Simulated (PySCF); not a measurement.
Compound: C3H10N2Si.
Cartesian coordinates in Å at the GFN2-xTB level; atoms count from 1:
```xyz
16
C3H10N2Si angstrom
C      2.6101   -1.2617   -0.3267
N      1.4304   -0.8962   -0.4786
Si     0.3814    0.0876    0.4856
C      0.2656    1.7512   -0.4364
N     -1.0529   -0.8609    0.5229
C     -2.3129   -0.3489    0.9985
H      3.0907   -1.8537   -1.1033
H      3.2308   -1.0379    0.5467
H      0.7523    0.3314    1.8885
H     -0.5470    2.3504   -0.0365
H      1.1783    2.3325   -0.3471
H      0.0742    1.6006   -1.4952
H     -1.1739   -1.5500   -0.2035
H     -2.1269    0.3153    1.8396
H     -2.8574    0.2173    0.2330
H     -2.9505   -1.1680    1.3375
```

Vertical excitations from PySCF (density fitting, frozen core in the response, grid level 2 and gas phase unless stated; continuum runs use non-equilibrium linear response for the excitations) on a GFN2-xTB geometry. Reference run:

```
                              settings    S1, eV (f)    S2, eV (f)    S3, eV (f)    S4, eV (f)    S5, eV (f)    S6, eV (f)  T1, eV (Tamm–Dancoff)  mean α (au)
PBE0/def2-SVPD, full TDDFT, 6 singlets  4.07 (0.000)  4.75 (0.003)  5.90 (0.006)  6.36 (0.005)  6.58 (0.021)  6.82 (0.010)                   3.42         79.7
```

**Question.** What do these settings give: BHandHLYP/def2-SVPD, start guess atom, TDA, 12 singlets?

**Answer.** 
```tsv
settings	S1, eV (f)	S2, eV (f)	S3, eV (f)	S4, eV (f)	S5, eV (f)	S6, eV (f)	T1, eV (Tamm–Dancoff)	mean α (au)
BHandHLYP/def2-SVPD, start guess atom, TDA, 12 singlets	4.30 (0.000)	6.14 (0.004)	6.41 (0.006)	7.03 (0.013)	7.22 (0.002)	7.47 (0.015)	–	76.9
```

S1 moves by +0.23 eV; functional and response scheme change together, so the shift can't be laid on one. States are counted by energy in each run and needn't keep their character from row to row.

**Question.** Give the leading configurations of S1 (H = HOMO, L = LUMO) and the HOMO–LUMO gap of each run.

**Answer.** 
```json
{"settings": "PBE0/def2-SVPD, full TDDFT, 6 singlets", "S1 configurations (weight)": "H−1→L 0.84, H→L 0.15", "S1 (eV)": "4.07", "orbital gap (eV)": "5.76", "S1 − gap (eV)": "-1.69"}
{"settings": "BHandHLYP/def2-SVPD, start guess atom, TDA, 12 singlets", "S1 configurations (weight)": "H−1→L 0.89", "S1 (eV)": "4.30", "orbital gap (eV)": "8.26", "S1 − gap (eV)": "-3.96"}
```

One conformer stands for the species.
